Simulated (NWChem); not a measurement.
System: C2H7Al; SMILES [CH3][AlH][CH3]

NWChem printed, in part:

```
             Northwest Computational Chemistry Package (NWChem) 7.3.0
             --------------------------------------------------------

 C2V symmetry detected

                             Geometry "geometry" -> ""
                             -------------------------

 Output coordinates in angstroms (scale by  1.889725989 to convert to a.u.)

  No.       Tag          Charge          X              Y              Z
 ---- ---------------- ---------- -------------- -------------- --------------
    1 Al                  13.0000     0.00000000     0.00000000     0.50361181
    2 C                    6.0000    -1.72677054     0.00000000    -0.42316569
    3 H                    1.0000    -2.32687232    -0.88022643    -0.13221569
    4 H                    1.0000    -1.64214913     0.00000000    -1.52128318
    5 H                    1.0000    -2.32687232     0.88022643    -0.13221569
    6 C                    6.0000     1.72677054     0.00000000    -0.42316569
    7 H                    1.0000     2.32687232     0.88022643    -0.13221569
    8 H                    1.0000     1.64214913     0.00000000    -1.52128318
    9 H                    1.0000     2.32687232    -0.88022643    -0.13221569
   10 H                    1.0000     0.00000000     0.00000000     2.10246381

 Effective nuclear repulsion energy (a.u.)      95.9062122816

      Symmetry information
      --------------------

 Group name             C2v
 Group number             16
 Group order               4
 No. of unique centers     5

                                 NWChem DFT Module
                                 -----------------

 Summary of "ao basis" -> "ao basis" (spherical)
 ------------------------------------------------------------------------------
       Tag                 Description            Shells   Functions and Types
 ---------------- ------------------------------  ------  ---------------------
 Al                         def2-svp                 8       18   4s3p1d
 C                          def2-svp                 6       14   3s2p1d
 H                          def2-svp                 3        5   2s1p

      Symmetry analysis of basis
      --------------------------

        a1         31
        a2         11
        b1         24
        b2         15

            General Information
            -------------------
          SCF calculation type: DFT
          Wavefunction type:  closed shell.
          No. of atoms     :    10
          No. of electrons :    32
           Alpha electrons :    16
            Beta electrons :    16
          Charge           :     0
          Spin multiplicity:     1
          Use of symmetry is: on ; symmetry adaption is: on
          Maximum number of iterations: 150
          AO basis - number of functions:    81
                     number of shells:    41
          Convergence on energy requested:  1.00D-06
          Convergence on density requested:  1.00D-05
          Convergence on gradient requested:  5.00D-04

              XC Information
              --------------
                         B3LYP Method XC Potential
                     Hartree-Fock (Exact) Exchange  0.200
                        Slater Exchange Functional  0.800 local
                    Becke 1988 Exchange Functional  0.720 non-local
              Lee-Yang-Parr Correlation Functional  0.810
                  VWN I RPA Correlation Functional  0.190 local

             Grid Information
             ----------------
          Grid used for XC integration:  medium
          Radial quadrature: Mura-Knowles
          Angular quadrature: Lebedev.
          Tag              B.-S. Rad. Rad. Pts. Rad. Cut. Ang. Pts.
          ---              ---------- --------- --------- ---------
          Al                  1.25       88           8.0       590
          C                   0.70       49          11.0       434
          H                   0.35       45          12.0       434
          Grid pruning is: on
          Number of quadrature shells:   272
          Spatial weights used:  Erf1

      Superposition of Atomic Density Guess
      -------------------------------------

 Sum of atomic energies:        -320.53599133

      Non-variational initial energy
      ------------------------------

 Total energy =    -321.949075
 1-e energy   =    -630.540117
 2-e energy   =     212.684829
 HOMO         =      -0.343043
 LUMO         =       0.007522

      Symmetry analysis of molecular orbitals - initial
      -------------------------------------------------

  Numbering of irreducible representations:

     1 a1          2 a2          3 b1          4 b2

  Orbital symmetries:

     1 a1          2 a1          3 b1          4 a1          5 b1
     6 a1          7 b2          8 a1          9 b1         10 a1
    11 a1         12 b2         13 b1         14 a2         15 a1
    16 b1         17 b2         18 a1         19 b1         20 a1
    21 a1         22 b2         23 b1         24 a2         25 a1
    26 b1

   convergence    iter        energy       DeltaE   RMS-Dens  Diis-err
 ---------------- ----- ----------------- --------- --------- ---------
 d= 0,ls=0.0,diis     1   -322.7144926788 -4.19D+02  7.55D-03  2.34D-01
 d= 0,ls=0.0,diis     2   -322.7303199834 -1.58D-02  3.68D-03  9.77D-02
 d= 0,ls=0.0,diis     3   -322.7409186515 -1.06D-02  1.25D-03  2.01D-02
 d= 0,ls=0.0,diis     4   -322.7437227366 -2.80D-03  7.16D-05  1.21D-05
 d= 0,ls=0.0,diis     5   -322.7437247866 -2.05D-06  2.44D-05  1.73D-06
 d= 0,ls=0.0,diis     6   -322.7437251104 -3.24D-07  1.62D-06  2.25D-08

         Total DFT energy =     -322.743725110439
      One electron energy =     -634.212448161609
           Coulomb energy =      247.679194109865
    Exchange-Corr. energy =      -32.116683340313
 Nuclear repulsion energy =       95.906212281617

 Numeric. integr. density =       32.000010528594

                  Occupations of the irreducible representations
                  ----------------------------------------------

                     irrep           alpha         beta
                     --------     --------     --------
                     a1                8.0          8.0
                     a2                1.0          1.0
                     b1                5.0          5.0
                     b2                2.0          2.0

                       DFT Final Molecular Orbital Analysis
                       ------------------------------------

 Vector   14  Occ=2.000000D+00  E=-3.825174D-01  Symmetry=a1
              MO Center=  6.2D-17, -5.3D-18,  3.6D-01, r^2= 3.5D+00
   Bfn.  Coefficient  Atom+Function         Bfn.  Coefficient  Atom+Function
  ----- ------------  ---------------      ----- ------------  ---------------
     3      0.509375   1 Al s                 2      0.305843   1 Al s
    22      0.233685   2 C  px               51     -0.233685   6 C  px
    77      0.202829  10 H  s                33     -0.112319   3 H  s
    43     -0.112319   5 H  s                62     -0.112319   7 H  s
    72     -0.112319   9 H  s                25      0.107962   2 C  px

 Vector   15  Occ=2.000000D+00  E=-2.803479D-01  Symmetry=a1
              MO Center=  7.1D-14, -1.2D-17,  9.3D-01, r^2= 3.4D+00
   Bfn.  Coefficient  Atom+Function         Bfn.  Coefficient  Atom+Function
  ----- ------------  ---------------      ----- ------------  ---------------
    77      0.356245  10 H  s                78      0.261351  10 H  s
    10      0.236412   1 Al pz               22     -0.171640   2 C  px
    51      0.171640   6 C  px                7     -0.149288   1 Al pz
    13      0.146789   1 Al pz               24     -0.142951   2 C  pz
    53     -0.142951   6 C  pz               25     -0.115262   2 C  px

 Vector   16  Occ=2.000000D+00  E=-2.755112D-01  Symmetry=b1
              MO Center= -6.9D-14,  4.1D-16, -2.2D-01, r^2= 3.5D+00
   Bfn.  Coefficient  Atom+Function         Bfn.  Coefficient  Atom+Function
  ----- ------------  ---------------      ----- ------------  ---------------
    22      0.328271   2 C  px               51      0.328271   6 C  px
     8     -0.236963   1 Al px               25      0.198569   2 C  px
    54      0.198569   6 C  px               21      0.172401   2 C  s
    50     -0.172401   6 C  s                 5      0.154002   1 Al px
    11     -0.132045   1 Al px               24      0.127270   2 C  pz

 Vector   17  Occ=0.000000D+00  E=-3.653714D-02  Symmetry=b2
              MO Center=  1.9D-17, -6.1D-17,  5.4D-01, r^2= 3.9D+00
   Bfn.  Coefficient  Atom+Function         Bfn.  Coefficient  Atom+Function
  ----- ------------  ---------------      ----- ------------  ---------------
    12      0.846738   1 Al py                9      0.333199   1 Al py
     6     -0.190449   1 Al py               34      0.158739   3 H  s
    44     -0.158739   5 H  s                63     -0.158739   7 H  s
    73      0.158739   9 H  s                33      0.098405   3 H  s
    43     -0.098405   5 H  s                62     -0.098405   7 H  s

 Vector   18  Occ=0.000000D+00  E= 2.190119D-02  Symmetry=a1
              MO Center= -2.4D-15, -1.2D-17, -4.5D-02, r^2= 6.8D+00
   Bfn.  Coefficient  Atom+Function         Bfn.  Coefficient  Atom+Function
  ----- ------------  ---------------      ----- ------------  ---------------
     4      1.607475   1 Al s                21     -1.207336   2 C  s
    50     -1.207336   6 C  s                78     -0.462240  10 H  s
    34      0.355496   3 H  s                44      0.355496   5 H  s
    63      0.355496   7 H  s                73      0.355496   9 H  s
    13     -0.258481   1 Al pz               39      0.186589   4 H  s

 Vector   19  Occ=0.000000D+00  E= 5.987873D-02  Symmetry=b1
              MO Center=  1.3D-15,  4.3D-15,  5.1D-01, r^2= 7.5D+00
   Bfn.  Coefficient  Atom+Function         Bfn.  Coefficient  Atom+Function
  ----- ------------  ---------------      ----- ------------  ---------------
    21      1.549399   2 C  s                50     -1.549399   6 C  s
    11      1.337756   1 Al px               39     -0.475759   4 H  s
    68      0.475759   8 H  s                34     -0.353581   3 H  s
    44     -0.353581   5 H  s                63      0.353581   7 H  s
    73      0.353581   9 H  s                20      0.112963   2 C  s

     Multipole analysis of the density
     ---------------------------------

     L   x y z        total         alpha         beta         nuclear
     -   - - -        -----         -----         ----         -------
     0   0 0 0     -0.000000    -16.000000    -16.000000     32.000000

     1   1 0 0     -0.000000     -0.000000     -0.000000     -0.000000
     1   0 1 0     -0.000000     -0.000000     -0.000000      0.000000
     1   0 0 1     -0.269356     -0.134678     -0.134678      0.000000

     2   2 0 0    -22.319306   -123.347290   -123.347290    224.375273
     2   1 1 0     -0.000000     -0.000000     -0.000000      0.000000
     2   1 0 1     -0.000000     -0.000000     -0.000000     -0.000000
     2   0 2 0    -18.449933    -14.758677    -14.758677     11.067422
     2   0 1 1      0.000000      0.000000      0.000000      0.000000
     2   0 0 2    -23.708171    -37.860070    -37.860070     52.011968

                                 NWChem DFT Module
                                 -----------------

      Symmetry analysis of basis
      --------------------------

        a1         31
        a2         11
        b1         24
        b2         15

            General Information
            -------------------
          SCF calculation type: DFT
          Wavefunction type:  spin polarized.
          No. of atoms     :    10
          No. of electrons :    31
           Alpha electrons :    16
            Beta electrons :    15
          Charge           :     1
          Spin multiplicity:     2
          Use of symmetry is: on ; symmetry adaption is: on
          Maximum number of iterations: 150
          AO basis - number of functions:    81
                     number of shells:    41
          Convergence on energy requested:  1.00D-06
          Convergence on density requested:  1.00D-05
          Convergence on gradient requested:  5.00D-04

              XC Information
              --------------
                         B3LYP Method XC Potential
                     Hartree-Fock (Exact) Exchange  0.200
                        Slater Exchange Functional  0.800 local
                    Becke 1988 Exchange Functional  0.720 non-local
              Lee-Yang-Parr Correlation Functional  0.810
                  VWN I RPA Correlation Functional  0.190 local

             Grid Information
             ----------------
          Grid used for XC integration:  medium
          Radial quadrature: Mura-Knowles
          Angular quadrature: Lebedev.
          Tag              B.-S. Rad. Rad. Pts. Rad. Cut. Ang. Pts.
          ---              ---------- --------- --------- ---------
          Al                  1.25       88           8.0       590
          C                   0.70       49          11.0       434
          H                   0.35       45          12.0       434
          Grid pruning is: on
          Number of quadrature shells:   272
          Spatial weights used:  Erf1

      Superposition of Atomic Density Guess
      -------------------------------------

 Sum of atomic energies:        -320.53599133

 Renormalizing density from      32.00 to     31

      Non-variational initial energy
      ------------------------------

 Total energy =    -315.329798
 1-e energy   =    -610.835738
 2-e energy   =     199.599727
 HOMO         =      -0.617692
 LUMO         =      -0.257921

   Symmetry analysis of molecular orbitals - initial alpha
   -------------------------------------------------------

  Numbering of irreducible representations:

     1 a1          2 a2          3 b1          4 b2

  Orbital symmetries:

     1 a1          2 a1          3 b1          4 a1          5 b1
     6 a1          7 b2          8 a1          9 b1         10 a1
    11 a1         12 b2         13 b1         14 a2         15 b1
    16 a1         17 b2         18 a1         19 b1         20 a1
    21 a1         22 b2         23 b1         24 a1         25 a2
    26 b1

   Symmetry analysis of molecular orbitals - initial beta
   ------------------------------------------------------

  Numbering of irreducible representations:

     1 a1          2 a2          3 b1          4 b2

  Orbital symmetries:

     1 a1          2 a1          3 b1          4 a1          5 b1
     6 a1          7 b2          8 a1          9 b1         10 a1
    11 a1         12 b2         13 b1         14 a2         15 b1
    16 a1         17 b2         18 a1         19 b1         20 a1
    21 a1         22 b2         23 b1         24 a1         25 a2
    26 b1

[...]
```

Level: B3LYP/def2-SVP, vertical spin-unrestricted ions. All runs use the structure optimised with PBE0/def2-SVP.

Q: Which NWChem input produces such a log?

A: Several could match; the one computed here: the input that was run:
```
start job
memory heap 200 mb stack 900 mb global 1100 mb
geometry units angstroms noautoz
  Al     0.000001     0.000032     0.473105
  C     -1.722555     0.120575    -0.453677
  H     -2.382544    -0.715747    -0.162891
  H     -1.638123     0.114867    -1.551795
  H     -2.259861     1.040427    -0.162566
  C      1.722556    -0.120581    -0.453668
  H      2.382635     0.715635    -0.162788
  H      1.638138    -0.114761    -1.551785
  H      2.259755    -1.040523    -0.162645
  H     -0.000002     0.000074     2.071957
end
basis spherical
  * library def2-svp
end
dft
  xc b3lyp
  iterations 150
  vectors input atomic output neutral.movecs
end
task dft energy
charge 1
dft
  odft
  mult 2
  vectors input atomic output cation.movecs
end
task dft energy
```
